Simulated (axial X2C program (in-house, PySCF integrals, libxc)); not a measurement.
**Spin–orbit effects down a group: molecules with Sn, PBE0**

All values come from calculations with an in-house relativistic program for diatomic molecules, spin-free (one-electron X2C) or two-component (2c: spin–orbit coupling with atomic mean-field Coulomb and Gaunt terms, which also bring small scalar terms), in Dyall basis sets with cores contracted in-house; open shells are unrestricted.

Basis sets: H dyall-v3z, K dyall-cv3z, Li dyall-cv3z, Na dyall-cv3z, Sn dyall-cv3z.

```json
{"molecule": "SnH", "spin-free state": "M_S = 1/2, Λ = 1", "Re (Å)": "1.779", "ωe (cm⁻¹)": "1713.4", "De (eV)": "2.57", "2c state": "Ω = 1/2", "Re 2c (Å)": "1.780", "ωe 2c (cm⁻¹)": "1705.7", "De 2c (eV)": "n/a"}
{"molecule": "LiSn", "spin-free state": "M_S = 3/2, Λ = 0", "Re (Å)": "2.582", "ωe (cm⁻¹)": "365.3", "De (eV)": "1.51", "2c state": "Ω = 3/2", "Re 2c (Å)": "2.585", "ωe 2c (cm⁻¹)": "363.2", "De 2c (eV)": "n/a"}
{"molecule": "NaSn", "spin-free state": "M_S = 3/2, Λ = 0", "Re (Å)": "2.911", "ωe (cm⁻¹)": "183.8", "De (eV)": "1.20", "2c state": "Ω = 3/2", "Re 2c (Å)": "2.916", "ωe 2c (cm⁻¹)": "182.7", "De 2c (eV)": "n/a"}
{"molecule": "KSn", "spin-free state": "M_S = 3/2, Λ = 0", "Re (Å)": "3.253", "ωe (cm⁻¹)": "137.5", "De (eV)": "1.40", "2c state": "Ω = 3/2", "Re 2c (Å)": "3.255", "ωe 2c (cm⁻¹)": "137.0", "De 2c (eV)": "n/a"}
```

Each entry is the lowest single determinant of a limited PBE0 search at one distance. De goes to single-determinant-based atoms at the same level (for ions the charge split of lowest energy) and is withheld (n/a) where an atom does not fit its ground term or J level. Main or longest-lived isotopes. One determinant is a doubtful description, or other states lie close, for LiSn, NaSn, KSn; these need not be ground states, and all values refer to the states named. With several unpaired electrons the Ω given is that of one determinant, not necessarily of the lowest component. The functionals have no current term, which raises determinants with orbital currents.
